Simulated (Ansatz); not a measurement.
`[NH2][Sn][F]` + CH₃OH → `C[O][Sn][NH2]` + H–F at 700 K and 1 bar (ligand exchange at the Sn–F bond).

Computed with Ansatz on PBE0-D4/def2-TZVP structures; ΔE is electronic, products minus reactants. CCSD(T)/CBS adds triple-zeta CCSD(T) − MP2 to the extrapolated MP2 energy (def2 sets, frozen cores). This one scheme is used for every species. def2 core potentials past Kr. For Sn outer-core shells are correlated without core-valence functions, which leaves a few kJ/mol of doubt a bond. Each species was taken in one conformer, which may not be the lowest.

```
        species  CCSD(T)/CBS energy (Eh)  H − E (kJ/mol)  S (J/(mol·K))
 `[NH2][Sn][F]`               -369.78999           114.6          362.4
          CH₃OH               -115.61712           170.8          288.5
`C[O][Sn][NH2]`               -384.99617           240.9          441.1
            H–F               -100.39570            45.2          198.5
```

H − E and S are ideal-gas, rigid-rotor, harmonic terms from PBE0-D4/def2-TZVP, for one conformer and one mirror image of each species. 1 Eh = 2625.50 kJ/mol, R = 8.31446 J/(mol·K).

Question: By hand: ΔE, ΔH, ΔS and ΔG.

Answer: ΔE = (-384.99617) + (-100.39570) − (-369.78999) − (-115.61712) = 0.01524 Eh = 40.0 kJ/mol. Δ(H − E) = 240.9 + 45.2 − 114.6 − 170.8 = 0.7, so ΔH = 40.7 kJ/mol. ΔS = 441.1 + 198.5 − 362.4 − 288.5 = -11.3 J/(mol·K). ΔG = 40.7 − 700 × (-11.3)/1000 = 48.6 kJ/mol.

Question: By hand: the equilibrium constant, and the temperature at which ΔG would vanish if ΔH and ΔS stayed fixed.

Answer: log₁₀ K = −ΔG/(RT ln 10) = -3.6. ΔH and −TΔS have one sign here, so there is no such temperature.

The number of gas molecules stays the same, so ΔS is small and ΔH decides. A doubt of 5 kJ/mol in ΔE shifts log₁₀ K by 0.4 here. Other conformers and mirror images would add mixing entropy, several J/(mol·K) or more a flexible species. These are equilibria of isolated gas molecules and say nothing of rates. Largest T1 diagnostic: 0.017 (customary marks: 0.02 for closed shells, 0.045 for open ones).

ΔS is within the doubt of such terms, so its sign, and with it that verdict, could turn.
